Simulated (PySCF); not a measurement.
CH₄BrClOSi, SMILES Br[Si](Cl)(O)C.

The structure is a stationary point at PBE-D3(BJ)/def2-SVP. This is a generated structure with no PubChem entry under its InChIKey; it may be hypothetical. The values are those of a single conformer.

Two levels are set side by side: TDA-PBE/def2-SVPD (PySCF) and TDA-PBE0/def2-SVPD (PySCF). Vertical, same geometry. The lowest singlet is HOMO→LUMO 94 % with PBE and HOMO→LUMO 89 % with the other functional; states are paired by order. Differences are taken from unrounded values.

```csv
quantity,TDA-PBE0
lowest singlet excitation (eV),6.91
lowest triplet excitation (TDA) (eV),6.41
first bright state (f over 0.05) (eV),7.75
its oscillator strength,0.06
```

What does TDA-PBE give, and how far is it from TDA-PBE0? (The exact figures need the calculation; the answer reports its results.)


| quantity | TDA-PBE | TDA-PBE minus TDA-PBE0 |
|---|---|---|
| lowest singlet excitation (eV) | 6.23 | -0.69 |
| lowest triplet excitation (TDA) (eV) | 5.89 | -0.52 |
| first bright state (f over 0.05) (eV) | 6.92 | -0.82 |
| its oscillator strength | 0.06 | 0.00 |

A lower first singlet is the usual sign of a functional without exact exchange. Differences between two approximate levels are no errors against the true value.

Rough cost on one machine, each run with all the roots and properties that it gave: TDA-PBE0 against TDA-PBE about 2 times.
